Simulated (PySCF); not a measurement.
## Radial density of Cr (chromium, neutral)

B97-3, [Ar] 3d4 4s2, high-spin 5D determinant (an excited configuration). Calculation: PySCF 2.14, in dyall-av2z (16s12p7d2f, 101 functions); no relativity, point nucleus.

```tsv
r (bohr)	4πr²ρ (e/bohr)	4πr²(ρα − ρβ)
0.00121	0.1605	0.0000
0.00203	0.4370	0.0000
0.00341	1.157	0.0000
0.00574	2.928	-0.0001
0.00965	6.864	-0.0002
0.0162	14.19	-0.0004
0.0273	23.76	-0.0008
0.0459	28.58	-0.0018
0.0772	23.53	-0.0034
0.130	24.30	0.0174
0.218	31.16	0.2293
0.368	15.61	1.1487
0.618	11.77	2.7233
1.04	10.40	2.7756
1.75	2.522	1.1785
2.94	0.8913	0.1977
4.95	0.2193	-0.0090
8.32	0.007577	-0.0016
```

(1) Where is the radial spin density 4πr²(ρα − ρβ) most negative, and why is it negative at all?

Answers

(1) Around r = 4.95 bohr, down to -0.0090 e/bohr: exchange with the open shell polarises the paired shells in an unrestricted calculation.
